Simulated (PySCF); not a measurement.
PySCF input for C₆H₇, SMILES [C]1=CCCC=C1, multiplicity 2, PBE0-D3(BJ)/def2-SVP. Geometry optimised at PBE0-D3(BJ)/def2-SVP. The isomer is the one that the SMILES or the coordinates give; other isomers of the formula were not compared. The values are those of a single conformer.

```python
import numpy as np
from pyscf import gto, scf, dft, df
from pyscf.hessian import thermo

mol = gto.M(
    atom='''
    C     0.60920914   -1.23708436    0.44313493
    C    -0.71528497   -1.24518934    0.36480269
    C    -1.35358084   -0.04746910   -0.31762507
    C    -0.53927306    1.22389775   -0.07225711
    C     0.93950410    1.01392757   -0.25228960
    C     1.49473298   -0.18764817    0.01053828
    H    -1.33648650   -2.07261224    0.72188678
    H    -1.41702090   -0.25217211   -1.40454992
    H    -2.38840371    0.09193505    0.03087942
    H    -0.89695052    2.03440906   -0.72561572
    H    -0.70814330    1.57560911    0.96604573
    H     1.56602399    1.86024025   -0.55175831
    H     2.56913677   -0.36001515   -0.09471272
    ''',
    basis='def2-SVP',
    charge=0,
    spin=1,
    max_memory=1600,
    verbose=3,
)
mf = dft.UKS(mol, xc='pbe0').density_fit(auxbasis='def2-universal-jkfit')
mf.disp = 'd3bj'
mf.grids.level = 3
mf.conv_tol = 1e-11
mf.max_cycle = 100
mf.kernel()
fine, coarse = mf.grids, dft.Grids(mol).set(level=1).build(with_non0tab=True)
for _ in range(3):  # follow internal instabilities
    mf.grids = coarse
    mo, _, stable, _ = mf.stability(return_status=True, nroots=4)
    mf.grids = fine
    if stable:
        break
    mf.kernel(mf.make_rdm1(mo, mf.mo_occ))

# [left out here: the lines that compute and print the analytic Hessian (its translational invariance restored by hand, since the grid's response is missing), thermochemistry and intensities]
```

It prints:

```

WARN: HOMO -0.211307183255903 >= LUMO -0.211307183255903

converged SCF energy = -232.2958089714  <S^2> = 0.7755097  2S+1 = 2.0253491
<class 'pyscf.df.df_jk.DFUKS'> wavefunction is stable in the internal stability analysis

WARN: DFTD3 does not support analytical Hessian, using finite difference


WARN: Mole.unit (angstrom) is changed to Bohr

Mode                                 0                   1                   2
Irrep
Freq [cm^-1]                      200.5222            277.8944            461.9988
Reduced mass [au]                   1.7974              2.1828              2.5535
Force const [Dyne/A]                0.0426              0.0993              0.3211
Char temp [K]                     288.5067            399.8281            664.7135
Normal mode                   x     y     z       x     y     z       x     y     z
       0   C                -0.01  0.03  0.05    0.01 -0.05 -0.10   -0.01  0.07 -0.06
       1   C                -0.01  0.04  0.05   -0.00  0.03  0.10   -0.02  0.08  0.02
       2   C                 0.06 -0.01 -0.11    0.02 -0.02 -0.01   -0.11 -0.02 -0.05
       3   C                -0.01 -0.02  0.10   -0.02  0.02 -0.05    0.01 -0.11 -0.01
       4   C                -0.02 -0.00 -0.02    0.00  0.03  0.12    0.04 -0.02  0.01
       5   C                -0.02 -0.02 -0.07   -0.01 -0.02 -0.07    0.09  0.01  0.02
       6   H                -0.04  0.11  0.18   -0.02  0.13  0.32    0.05  0.11  0.22
       7   H                 0.34  0.00 -0.13    0.13 -0.08 -0.00   -0.26 -0.06 -0.03
       8   H                -0.02 -0.05 -0.34   -0.01 -0.02 -0.12   -0.06  0.05  0.09
       9   H                -0.05  0.09  0.26    0.06 -0.08 -0.22    0.02  0.03  0.17
      10   H                 0.02 -0.24  0.18   -0.16  0.19 -0.13    0.07 -0.31  0.07
      11   H                -0.04 -0.01 -0.09    0.03  0.08  0.32   -0.02  0.07  0.14
      12   H                -0.04 -0.05 -0.19   -0.01  0.00 -0.07    0.11  0.01  0.15
[...]
       4   C                 0.01 -0.04 -0.01   -0.01  0.00 -0.06   -0.02  0.02  0.01
       5   C                -0.00  0.02 -0.00   -0.00  0.00  0.01    0.04 -0.03 -0.00
       6   H                 0.02  0.00  0.04   -0.02  0.07  0.09    0.45 -0.22  0.15
       7   H                -0.03 -0.18  0.04    0.01 -0.56  0.14   -0.10 -0.21  0.01
       8   H                 0.01  0.26 -0.06   -0.01  0.21 -0.08    0.06  0.26 -0.03
       9   H                -0.15 -0.12 -0.04    0.35  0.11 -0.04   -0.29 -0.08  0.03
      10   H                -0.21 -0.04  0.01   -0.48 -0.15  0.01    0.18  0.15  0.01
      11   H                 0.48 -0.35  0.09   -0.14  0.14  0.07   -0.27  0.19 -0.03
      12   H                 0.07  0.57 -0.19   -0.02 -0.20  0.10    0.05  0.01 -0.01
Mode                                18                  19                  20
Irrep
Freq [cm^-1]                     1264.6563           1339.1125           1363.9407
Reduced mass [au]                   1.2184              1.5529              1.6802
Force const [Dyne/A]                1.1481              1.6407              1.8416
Char temp [K]                    1819.5589           1926.6847           1962.4069
Normal mode                   x     y     z       x     y     z       x     y     z
       0   C                 0.06  0.04 -0.01    0.00 -0.03  0.01    0.02  0.03 -0.01
       1   C                 0.04 -0.03  0.01   -0.02  0.04 -0.02    0.02 -0.00  0.01
       2   C                -0.03 -0.05 -0.03    0.01 -0.14  0.06   -0.05 -0.05  0.02
       3   C                 0.01  0.02  0.03   -0.03  0.02 -0.02    0.14  0.07 -0.02
       4   C                -0.04 -0.00  0.02   -0.02  0.02 -0.01   -0.02 -0.03 -0.00
       5   C                -0.01 -0.00 -0.00    0.02  0.03 -0.01   -0.02 -0.04  0.01
       6   H                -0.41  0.25 -0.14    0.03  0.02 -0.01   -0.16  0.09 -0.07
       7   H                -0.11 -0.22  0.00    0.03  0.46 -0.06    0.03  0.27 -0.05
       8   H                -0.00  0.43 -0.12    0.03  0.39 -0.10   -0.08 -0.05 -0.06
       9   H                -0.22 -0.09  0.02    0.35  0.21  0.00   -0.35 -0.12  0.01
      10   H                 0.30  0.25  0.01   -0.08 -0.10  0.02   -0.43 -0.20 -0.01
      11   H                 0.05 -0.08 -0.01    0.12 -0.07  0.01   -0.23  0.13 -0.01
      12   H                -0.04 -0.27  0.08   -0.00 -0.15  0.05   -0.01  0.06  0.00
Mode                                21                  22                  23
Irrep
Freq [cm^-1]                     1401.9967           1431.7082           1445.1831
Reduced mass [au]                   1.8044              1.0874              1.1154
Force const [Dyne/A]                2.0897              1.3132              1.3726
Char temp [K]                    2017.1611           2059.9094           2079.2967
Normal mode                   x     y     z       x     y     z       x     y     z
       0   C                 0.01  0.05 -0.02   -0.01 -0.00  0.00    0.00 -0.00  0.00
       1   C                 0.03 -0.01  0.01    0.00  0.00 -0.00   -0.01  0.00  0.00
       2   C                 0.01 -0.03  0.01   -0.03 -0.01 -0.02    0.06  0.02  0.04
       3   C                -0.08 -0.01  0.00    0.03 -0.06 -0.02    0.02 -0.05 -0.01
       4   C                 0.11 -0.01 -0.02   -0.01  0.00 -0.00   -0.01 -0.00 -0.00
       5   C                -0.07 -0.10  0.04    0.01  0.00 -0.00    0.00  0.01 -0.00
       6   H                -0.09  0.07 -0.05    0.01 -0.00  0.00    0.03 -0.02  0.01
       7   H                -0.05  0.05 -0.01    0.35 -0.02 -0.03   -0.55  0.06  0.05
       8   H                 0.02  0.21 -0.07    0.11  0.07  0.33   -0.17 -0.17 -0.53
       9   H                 0.11  0.15  0.08   -0.11  0.31  0.48   -0.06  0.17  0.29
      10   H                 0.05  0.13 -0.02   -0.26  0.45 -0.22   -0.15  0.27 -0.14
      11   H                -0.30  0.29 -0.04    0.04 -0.04  0.00    0.05 -0.04  0.01
      12   H                 0.00  0.44 -0.12    0.01 -0.02  0.01   -0.00 -0.04  0.02
Mode                                24                  25                  26
Irrep
Freq [cm^-1]                     1654.5572           1709.9308           3008.8882
Reduced mass [au]                   7.0529              8.4800              1.0729
Force const [Dyne/A]               11.3757             14.6084              5.7229
Char temp [K]                    2380.5395           2460.2097           4329.1202
Normal mode                   x     y     z       x     y     z       x     y     z
       0   C                 0.04  0.03 -0.01   -0.20 -0.03  0.00   -0.00 -0.00  0.00
       1   C                -0.03 -0.00 -0.00    0.19 -0.02  0.02    0.00 -0.00  0.00
       2   C                -0.00  0.01  0.00   -0.01  0.00 -0.00    0.00  0.01  0.02
       3   C                 0.02 -0.02  0.00    0.01 -0.00  0.00    0.02 -0.04 -0.06
       4   C                -0.11  0.16 -0.03   -0.03  0.03 -0.01    0.00  0.00 -0.00
       5   C                 0.05 -0.18  0.04    0.04 -0.01 -0.00    0.00  0.00 -0.00
       6   H                -0.01 -0.02 -0.00   -0.00  0.12 -0.07    0.00  0.00 -0.00
       7   H                -0.00 -0.01  0.00   -0.03  0.03 -0.00   -0.02 -0.06 -0.29
       8   H                -0.01 -0.05 -0.00   -0.03  0.06 -0.06   -0.02  0.00  0.01
       9   H                 0.10 -0.01 -0.03    0.00 -0.02 -0.01   -0.06  0.14 -0.13
      10   H                 0.02 -0.02  0.01    0.00 -0.01  0.00   -0.14  0.28  0.84
      11   H                 0.17 -0.01 -0.03    0.05 -0.02 -0.01   -0.00 -0.01  0.00
      12   H                 0.10  0.09 -0.03    0.06  0.05 -0.02   -0.00 -0.00 -0.00
Mode                                27                  28                  29
Irrep
Freq [cm^-1]                     3022.3210           3115.1956           3116.4331
Reduced mass [au]                   1.0689              1.0922              1.0968
Force const [Dyne/A]                5.7526              6.2447              6.2761
Char temp [K]                    4348.4470           4482.0729           4483.8533
Normal mode                   x     y     z       x     y     z       x     y     z
       0   C                 0.00  0.00  0.00   -0.00 -0.00  0.00    0.00 -0.00  0.00
       1   C                -0.00  0.00 -0.00    0.00  0.00 -0.00   -0.00 -0.00  0.00
       2   C                -0.03 -0.01 -0.06   -0.03  0.00  0.01    0.06 -0.01 -0.04
       3   C                 0.01 -0.01 -0.01   -0.02  0.05 -0.06   -0.01  0.02 -0.03
       4   C                 0.00  0.00 -0.00   -0.00 -0.00  0.00   -0.00 -0.00  0.00
       5   C                -0.00 -0.00  0.00    0.00  0.00 -0.00    0.00 -0.00 -0.00
       6   H                -0.01 -0.01 -0.00   -0.01 -0.02  0.01    0.03  0.04 -0.02
       7   H                 0.04  0.16  0.86   -0.01 -0.01 -0.04    0.02  0.05  0.25
       8   H                 0.25 -0.04 -0.10    0.36 -0.05 -0.12   -0.78  0.11  0.27
       9   H                -0.04  0.09 -0.08    0.28 -0.63  0.51    0.12 -0.26  0.21
      10   H                -0.04  0.08  0.25   -0.03  0.06  0.15   -0.02  0.05  0.13
      11   H                -0.00 -0.00 -0.00    0.03  0.04 -0.01    0.01  0.02 -0.01
      12   H                -0.00 -0.00  0.00   -0.00  0.00 -0.00   -0.01  0.00  0.00
Mode                                30                  31                  32
Irrep
Freq [cm^-1]                     3191.0089           3195.1800           3214.9815
Reduced mass [au]                   1.0871              1.0921              1.0984
Force const [Dyne/A]                6.5220              6.5690              6.6893
Char temp [K]                    4591.1513           4597.1526           4625.6426
Normal mode                   x     y     z       x     y     z       x     y     z
       0   C                -0.00  0.00 -0.00    0.00 -0.00  0.00   -0.00 -0.00  0.00
       1   C                 0.00  0.00 -0.00   -0.05 -0.06  0.03   -0.00 -0.00  0.00
       2   C                 0.00 -0.00 -0.00   -0.01  0.00  0.00   -0.00  0.00  0.00
       3   C                -0.00  0.00 -0.00    0.00  0.00  0.00   -0.00  0.00 -0.00
       4   C                 0.04  0.06 -0.02    0.00  0.00 -0.00    0.02  0.03 -0.01
       5   C                -0.03  0.00  0.00   -0.00  0.00  0.00    0.07 -0.02 -0.01
       6   H                -0.04 -0.06  0.02    0.54  0.71 -0.31    0.02  0.02 -0.01
       7   H                 0.00  0.00  0.00   -0.00 -0.00 -0.00    0.00 -0.00  0.00
       8   H                -0.01  0.00  0.00    0.05 -0.01 -0.02    0.00 -0.00 -0.00
       9   H                 0.02 -0.04  0.03    0.00 -0.00  0.00    0.01 -0.02  0.01
      10   H                 0.00  0.00  0.00    0.00 -0.00 -0.00    0.00 -0.00 -0.00
      11   H                -0.49 -0.66  0.23   -0.03 -0.04  0.01   -0.24 -0.32  0.12
      12   H                 0.42 -0.06 -0.04    0.06 -0.01 -0.01   -0.84  0.13  0.08
temperature 298.1500 [K]
pressure 101325.00 [Pa]
Rotational constants [GHz] 5.56574 4.99504 2.80289
Symmetry number 1
Zero-point energy (ZPE) 0.10954 [Eh]   287610.348 [J/mol]
                           tot       elec      trans        rot        vib
Entropy [J/mol/K]       308.032      5.763    163.259    108.054     30.955
Cv [J/mol/K]             82.783      0.000     12.472     12.472     57.839
Cp [J/mol/K]             91.097      0.000     20.786     12.472     57.839
Internal energy [J/mol]                      3718.434   3718.434 293804.635
Internal energy [Eh]   -232.18107  -232.29581
Enthalpy [J/mol]                             6197.391   3718.434 293804.635
Enthalpy [Eh]          -232.18013
Gibbs free energy [J/mol]                  -42478.419 -28497.995 284575.428
Gibbs free energy [Eh] -232.21511
mode   freq/cm-1   IR/(km/mol)
   1      200.52         0.546
   2      277.89         3.196
   3      462.00         6.470
   4      534.55         5.085
   5      551.11         2.476
   6      694.03        31.180
   7      714.72         7.606
   8      756.78        21.270
   9      869.75         0.910
  10      948.46         8.891
  11      964.57         3.932
  12      972.14         0.534
  13     1007.82         2.782
  14     1027.77         0.793
  15     1080.32         3.208
  16     1154.48         0.196
  17     1165.87         6.658
  18     1226.79         0.781
  19     1264.66         4.845
  20     1339.11         5.183
  21     1363.94         0.431
  22     1402.00         2.684
  23     1431.71         5.707
  24     1445.18         4.517
  25     1654.56         3.353
  26     1709.93         0.502
  27     3008.89        16.000
  28     3022.32        35.316
  29     3115.20        16.807
  30     3116.43        12.955
  31     3191.01         2.477
  32     3195.18         1.636
  33     3214.98         9.369
max |gradient| / (hartree/bohr): 2.820487129879756e-05
APT charges: [-0.0598 -0.1177  0.0839  0.0439 -0.0273 -0.0298  0.064  -0.0175 -0.0088
  0.0023 -0.0142  0.0278  0.0532]
```

The run converged.

Cost: about 7 core-minutes (a rough figure).
